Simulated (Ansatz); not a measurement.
Cost and result for the atomization energy of AlCl3H4OSi, SMILES `[SiH3][OH+][Al-]([Cl])([Cl])[Cl]` (10 atoms, 9 bonds).

```json
{"atom": "Si1", "x (Å)": "1.2372", "y (Å)": "0.6691", "z (Å)": "-0.7818"}
{"atom": "O2", "x (Å)": "-0.3733", "y (Å)": "0.1349", "z (Å)": "-0.5266"}
{"atom": "Al3", "x (Å)": "-1.0920", "y (Å)": "-0.6648", "z (Å)": "1.0555"}
{"atom": "Cl4", "x (Å)": "0.6428", "y (Å)": "-1.6350", "z (Å)": "1.7699"}
{"atom": "Cl5", "x (Å)": "-2.5743", "y (Å)": "-1.8473", "z (Å)": "0.1266"}
{"atom": "Cl6", "x (Å)": "-1.7552", "y (Å)": "0.9526", "z (Å)": "2.2175"}
{"atom": "H7", "x (Å)": "1.1405", "y (Å)": "1.6033", "z (Å)": "-1.9257"}
{"atom": "H8", "x (Å)": "2.0819", "y (Å)": "-0.4941", "z (Å)": "-1.1128"}
{"atom": "H9", "x (Å)": "1.6151", "y (Å)": "1.3361", "z (Å)": "0.4741"}
{"atom": "H10", "x (Å)": "-0.9227", "y (Å)": "-0.0549", "z (Å)": "-1.2967"}
```

The species carries charge 0 and has multiplicity 1. The geometry is a stationary point of PBE0-D4/def2-TZVP. It is one conformer, not always the lowest. Program: Ansatz. Hardware: A = 2 threads of a server CPU on a shared host; B = 2 threads of an AMD EPYC 7R13 on a shared host and a share of an NVIDIA H100 80 GB. Times are those of one run each, without the atoms' runs, and a repeat can differ threefold. Electronic energies, without spin–orbit coupling; frozen cores. CCSD(T)/CBS adds CCSD(T) − MP2 in def2-TZVPP to the MP2 limit, and its time is that of the two runs behind it. T1 = 0.009. B3LYP takes the VWN-RPA correlation (the form of Gaussian; ORCA's B3LYP/G). HSE06 is the plane-wave form, built on full-range PBE exchange.

CCSD(T)/CBS is a level of theory with its own doubt, some kJ/mol a heavy atom from the limit and from the frozen cores, so smaller differences don't rank the functionals.

```csv
level,functions,wall time
LDA (SPW92)/def2-TZVPP [A],297,4.1 s
MP2/def2-QZVPP [B],527,5 s
BLYP-D4/def2-TZVPP [A],297,5.5 s
CCSD(T)/def2-TZVPP [B],297,6 s
CCSD(T)/CBS(def2),–,11 s
r2SCAN-D4/def2-TZVPP (with forces) [A],297,12 s
PBE0-D4/def2-TZVPP [A],297,12 s
HSE06-D4/def2-TZVPP [A],297,15 s
CAM-B3LYP-D4/def2-TZVPP [A],297,15 s
CCSD(T)/def2-SVP [A],124,15 s
r2SCANh-D4/def2-TZVPP [A],297,16 s
B3LYP-D4/def2-TZVPP (with forces) [A],297,18 s
ωB97X-V/def2-TZVPP [A],297,25 s
```

(1) What atomization energy does each give, and how far from CCSD(T)/CBS? (Best estimate.)

Results:

(1) Computed: 
```
                                 level  atomization (kJ/mol)  difference from CCSD(T)/CBS  per bond
            LDA (SPW92)/def2-TZVPP [A]                3725.6                        354.8      39.4
                    MP2/def2-QZVPP [B]                3411.3                         40.5       4.5
                BLYP-D4/def2-TZVPP [A]                3271.6                        -99.2     -11.0
                CCSD(T)/def2-TZVPP [B]                3262.4                       -108.4     -12.0
                     CCSD(T)/CBS(def2)                3370.8                          0.0       0.0
r2SCAN-D4/def2-TZVPP (with forces) [A]                3363.7                         -7.1      -0.8
                PBE0-D4/def2-TZVPP [A]                3301.4                        -69.4      -7.7
               HSE06-D4/def2-TZVPP [A]                3302.6                        -68.2      -7.6
           CAM-B3LYP-D4/def2-TZVPP [A]                3328.9                        -41.9      -4.7
                  CCSD(T)/def2-SVP [A]                3126.4                       -244.4     -27.2
             r2SCANh-D4/def2-TZVPP [A]                3345.5                        -25.3      -2.8
 B3LYP-D4/def2-TZVPP (with forces) [A]                3302.4                        -68.4      -7.6
                ωB97X-V/def2-TZVPP [A]                3362.8                         -8.0      -0.9
```

From PBE to PBE0 (25 % exact exchange), in def2-TZVPP and without D4, the atomization energy moves by −17.4 kJ/mol: exact exchange takes away binding that semilocal exchange gives to molecules. In def2-TZVPP, CCSD(T) changes the Hartree–Fock value by +708.1 kJ/mol (the triples alone add +46.4 kJ/mol) and MP2 by +792.2 kJ/mol; breaking electron pairs costs correlation energy, which Hartree–Fock lacks. The D4 term adds +55.9 kJ/mol with B3LYP and +30.0 kJ/mol with PBE0; it sums over pairs of atoms, weighted by their polarisabilities, and B3LYP, whose exchange is more repulsive, gets the larger term.
